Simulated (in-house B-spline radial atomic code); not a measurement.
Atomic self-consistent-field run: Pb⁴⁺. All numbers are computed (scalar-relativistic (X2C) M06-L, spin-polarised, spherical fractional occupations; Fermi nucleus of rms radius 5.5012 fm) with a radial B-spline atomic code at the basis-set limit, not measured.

Command:
```bash
python run_scf.py task.json out
```
Settings (nuclear radius in fm, mass in u):
```
Z                82
configuration    [Xe] 4f14 5d10
hamiltonian      x2c
method           m06l
spin_polarised   True
nucleus          fermi
rms_radius       5.5012
atomic_mass      207.97665
speed_of_light   137.035999084
```

Output (hartree, bohr):
```
 radial grid: 69 intervals, B-splines of order 8, outer radius 30.8511 bohr

 iter        energy (Eh)    residual
    1      -20881.959486    3.47e-01
    2      -20882.010266    1.23e-02
    3      -20882.011381    3.50e-03
    4      -20882.010852    5.37e-03
    5      -20880.821219    1.52e-01
    6      -20881.192483    1.26e-01
    7      -20882.005919    1.34e-02
    8      -20882.004231    1.58e-02
    9      -20882.011354    1.97e-03
   10      -20882.011373    1.26e-03
   11      -20882.011383    1.41e-03
   12      -20882.011384    1.41e-03
   13      -20882.011384    1.42e-03
   14      -20882.011388    1.38e-03
   15      -20882.011381    1.51e-03
   53      -20882.011432    1.13e-03
   54      -20882.011433    9.05e-04
   55      -20882.011433    1.53e-04
   56      -20882.011433    1.04e-04
   57      -20882.011433    8.05e-05
   58      -20882.011433    8.54e-05
   59      -20882.011433    9.34e-05
   60      -20882.011433    4.68e-05
   61      -20882.011433    2.48e-05
   62      -20882.011433    2.30e-05
   63      -20882.011433    7.84e-06
   64      -20882.011433    2.27e-06
   65      -20882.011433    2.44e-06
   66      -20882.011433    1.58e-06
   67      -20882.011433    1.93e-07

 total energy                    -20882.01143
 kinetic                           24306.7810
 electron-nucleus                 -52757.1555
 Hartree                            7961.7961
 exchange-correlation               -393.4330

 orbital      occ     eigenvalue          <r>       <r^2>       <1/r>       r_max
 1s up      1.000     -3230.1445    0.0151874 0.000327327      113.48    0.008837
 1s down    1.000     -3230.1445    0.0151874 0.000327327      113.48    0.008837
 2s up      1.000      -580.1853    0.0666791  0.00533338     26.7916     0.05693
 2s down    1.000      -580.1853    0.0666791  0.00533338     26.7916     0.05693
 2p up      3.000      -500.2305    0.0607659  0.00453459     21.2853     0.04694
 2p down    3.000      -500.2305    0.0607659  0.00453459     21.2853     0.04694
 3s up      1.000      -141.0177       0.1737   0.0346723     9.59949      0.1611
 3s down    1.000      -141.0177       0.1737   0.0346723     9.59949      0.1611
 3p up      3.000      -117.8211     0.175379   0.0357952     8.14611      0.1608
 3p down    3.000      -117.8211     0.175379   0.0357952     8.14611      0.1608
 3d up      5.000       -92.9877     0.159941   0.0299489     7.49473      0.1316
 3d down    5.000       -92.9877     0.159941   0.0299489     7.49473      0.1316
 4s up      1.000       -33.4020     0.383787    0.166303     3.99813      0.3629
 4s down    1.000       -33.4020     0.383787    0.166303     3.99813      0.3629
 4p up      3.000       -25.7103     0.408044    0.189271     3.46626      0.3819
 4p down    3.000       -25.7103     0.408044    0.189271     3.46626      0.3819
 4d up      5.000       -16.4567      0.43046    0.213871     3.07854      0.3893
 4d down    5.000       -16.4567      0.43046    0.213871     3.07854      0.3893
 5s up      1.000        -6.8638     0.860662    0.828932     1.61782      0.7953
 5s down    1.000        -6.8638     0.860662    0.828932     1.61782      0.7953
 5p up      3.000        -4.7509     0.975848     1.07096     1.36611      0.8863
 5p down    3.000        -4.7509     0.975848     1.07096     1.36611      0.8863
 4f up      7.000        -6.4331     0.453524    0.246343     2.67612      0.3513
 4f down    7.000        -6.4331     0.453524    0.246343     2.67612      0.3513
 5d up      5.000        -2.2743      1.24973     1.78875     1.04023       1.062
 5d down    5.000        -2.2743      1.24973     1.78875     1.04023       1.062
```

Run time, properties included: 4.1 s on 1 thread of Arm Neoverse V2, on a shared host.

States collapsed into the nucleus by a negative tau potential were left out of the aufbau.

The next ion did not converge.

One-electron X2C: radii and densities carry no picture-change correction, so inner-shell <1/r> comes out high (for 1s by about 2 % at Z = 33, 5 % at 54, 10 % at 75, 30 % at 118) and <r> low.
